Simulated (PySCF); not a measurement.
H5GeNO2, singlet, geometry from GFN2-xTB; PBE/6-31G*, polarisability in PySCF.

PySCF was given this input:
```python
from pyscf import gto, scf, dft
from pyscf.prop import polarizability

mol = gto.M(
    atom='''
Ge    0.072005    0.014667    0.256349
N    -1.301383   -1.156331    0.099017
O    -0.343343    1.612353   -0.289440
O     1.352319   -0.468432   -0.823341
H     0.538040    0.044066    1.680947
H    -2.079939   -0.997966    0.721439
H    -1.671108   -1.247527   -0.838712
H     0.352350    2.065395   -0.760787
H     1.594359   -1.390356   -0.796921
''',
    basis='6-31g*',
    charge=0,
    spin=0,
    verbose=4,
)

mf = dft.RKS(mol)
mf.xc = 'pbe'
mf.kernel()
alpha = mf.Polarizability().polarizability()[2, 2]
print('alpha_zz =', alpha)
```

What the program printed (banner, timings and long lists left out):

```
site-packages/pyscf/prop/efg/rhf.py:45: UserWarning: Module EFG is under testing
  warnings.warn('Module EFG is under testing')
site-packages/pyscf/prop/efg/dhf.py:30: UserWarning: Module EFG is under testing
  warnings.warn('Module EFG is under testing')
site-packages/pyscf/prop/zfs/uhf.py:40: UserWarning: Module ZFS is under testing
  warnings.warn('Module ZFS is under testing')
site-packages/pyscf/prop/gtensor/uhf.py:43: UserWarning: Module g-tensor is under testing
  warnings.warn('Module g-tensor is under testing')
site-packages/pyscf/prop/gtensor/uks.py:41: UserWarning: Module g-tensor is under testing
  warnings.warn('Module g-tensor is under testing')
site-packages/pyscf/prop/hfc/uks.py:35: UserWarning: Module HFC is under testing
  warnings.warn('Module HFC is under testing')
site-packages/pyscf/prop/magnetizability/rhf.py:39: UserWarning: Module magnetizability is under testing
  warnings.warn('Module magnetizability is under testing')
site-packages/pyscf/prop/magnetizability/uhf.py:37: UserWarning: Module magnetizability is under testing
  warnings.warn('Module magnetizability is under testing')
site-packages/pyscf/prop/magnetizability/rks.py:37: UserWarning: Module magnetizability is under testing
  warnings.warn('Module magnetizability is under testing')
site-packages/pyscf/prop/magnetizability/uks.py:39: UserWarning: Module magnetizability is under testing
  warnings.warn('Module magnetizability is under testing')
site-packages/pyscf/prop/polarizability/uhf.py:34: UserWarning: Module polarizability is under testing
  warnings.warn('Module polarizability is under testing')
site-packages/pyscf/prop/polarizability/rks.py:29: UserWarning: Module polarizability is under testing
  warnings.warn('Module polarizability is under testing')
site-packages/pyscf/prop/polarizability/uks.py:29: UserWarning: Module polarizability is under testing
  warnings.warn('Module polarizability is under testing')
PySCF version 2.14.0

[INPUT] verbose = 4
[INPUT] num. atoms = 9
[INPUT] num. electrons = 60
[INPUT] charge = 0
[INPUT] spin (= nelec alpha-beta = 2S) = 0
[INPUT] symmetry False subgroup None
[INPUT] Mole.unit = angstrom
[INPUT] Symbol           X                Y                Z      unit          X                Y                Z       unit  Magmom
[...]
nuclear repulsion = 326.080233328838
number of shells = 40
number of NR pGTOs = 196
number of NR cGTOs = 84
basis = 6-31g*
ecp = {}

******** <class 'pyscf.dft.rks.RKS'> ********
method = RKS
initial guess = minao
damping factor = 0
level_shift factor = 0
DIIS = <class 'pyscf.scf.diis.CDIIS'>
diis_start_cycle = 1
diis_space = 8
diis_damp = 0
SCF conv_tol = 1e-09
SCF conv_tol_grad = None
SCF max_cycles = 50
direct_scf = True
direct_scf_tol = 1e-13
XC library pyscf.dft.libxc version 7.1.2
    S. Lehtola, C. Steigemann, M. J. T. Oliveira, and M. A. L. Marques,  SoftwareX 7, 1–5 (2018)
XC functionals = pbe
    J. P. Perdew, K. Burke, and M. Ernzerhof,  Phys. Rev. Lett. 77, 3865 (1996)
    J. P. Perdew, K. Burke, and M. Ernzerhof,  Phys. Rev. Lett. 78, 1396 (1997)
    J. P. Perdew, K. Burke, and M. Ernzerhof,  Phys. Rev. Lett. 77, 3865 (1996)
    J. P. Perdew, K. Burke, and M. Ernzerhof,  Phys. Rev. Lett. 78, 1396 (1997)
radial grids:
    Treutler-Ahlrichs [JCP 102, 346 (1995); DOI:10.1063/1.469408] (M4) radial grids

becke partition: Becke, JCP 88, 2547 (1988); DOI:10.1063/1.454033
pruning grids: <function nwchem_prune>
grids dens level: 3
symmetrized grids: False
atomic radii adjust function: <function treutler_atomic_radii_adjust>
small_rho_cutoff = 0
Set gradient conv threshold to 3.16228e-05
Initial guess from minao.
tot grids = 111752
init E= -2284.13694139072
[...]
cycle= 1 E= -2284.0983434356  delta_E= 0.0386  |g|= 1.33  |ddm|= 2.92
[...]
cycle= 2 E= -2282.94822811835  delta_E= 1.15  |g|= 2.71  |ddm|= 3.35
[...]
cycle= 3 E= -2284.39070529897  delta_E= -1.44  |g|= 0.257  |ddm|= 2.69
[...]
cycle= 4 E= -2284.39933125813  delta_E= -0.00863  |g|= 0.182  |ddm|= 0.368
[...]
cycle= 5 E= -2284.40581224467  delta_E= -0.00648  |g|= 0.042  |ddm|= 0.166
[...]
cycle= 6 E= -2284.40624228807  delta_E= -0.00043  |g|= 0.00771  |ddm|= 0.0455
[...]
cycle= 7 E= -2284.40625184562  delta_E= -9.56e-06  |g|= 0.00268  |ddm|= 0.00787
[...]
cycle= 8 E= -2284.40625300605  delta_E= -1.16e-06  |g|= 0.00122  |ddm|= 0.00286
[...]
cycle= 9 E= -2284.40625327873  delta_E= -2.73e-07  |g|= 0.000178  |ddm|= 0.00101
[...]
cycle= 10 E= -2284.4062532863  delta_E= -7.57e-09  |g|= 3.24e-05  |ddm|= 0.00025
[...]
cycle= 11 E= -2284.40625328654  delta_E= -2.4e-10  |g|= 1.15e-05  |ddm|= 6.17e-05
[...]
Extra cycle  E= -2284.40625328651  delta_E= 2.73e-11  |g|= 1.81e-05  |ddm|= 3.43e-05
converged SCF energy = -2284.40625328651
Isotropic polarizability 37.2401014531
Polarizability anisotropy 4.00189729539
alpha_zz = 34.5888699814345
```
